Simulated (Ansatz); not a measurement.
System: sum formula SiNH2F3, charge 0, multiplicity 1. 
Geometry from a B3LYP-D3(BJ)/def2-TZVP (Ansatz, a program for electronic structure) optimisation:
```
Si
F 1 1.5799
F 1 1.5800 2 110.22
F 1 1.5842 2 105.79 3 113.78
N 1 1.6754 2 109.54 4 125.43
H 5 1.0060 1 122.55 2 160.13
H 5 1.0060 6 112.94 1 -163.97
```
Charge 0, spin multiplicity 1.

Computed values are from Ansatz. Valence correlation only, unless marked. Open shells are spin-unrestricted. No spin-orbit coupling. Non-relativistic. CBS(X,Y): correlation extrapolated as X^-3; Hartree-Fock from the larger set.

Task: What is the atomisation energy De at CCSD(T)/CBS(cc-pV(T+d)Z,cc-pV(Q+d)Z)?

Result: 2991.4 kJ/mol.

Task: What is the T1 diagnostic at CCSD/cc-pV(Q+d)Z?

Result: 0.010.

Task: What is the total energy at CCSD(T)/CBS(cc-pV(T+d)Z,cc-pV(Q+d)Z)?

Result: -644.6070 Eh.

Task: What is the dipole moment at CCSD(T)/aug-cc-pV(D+d)Z?

Result: 2.84 D.
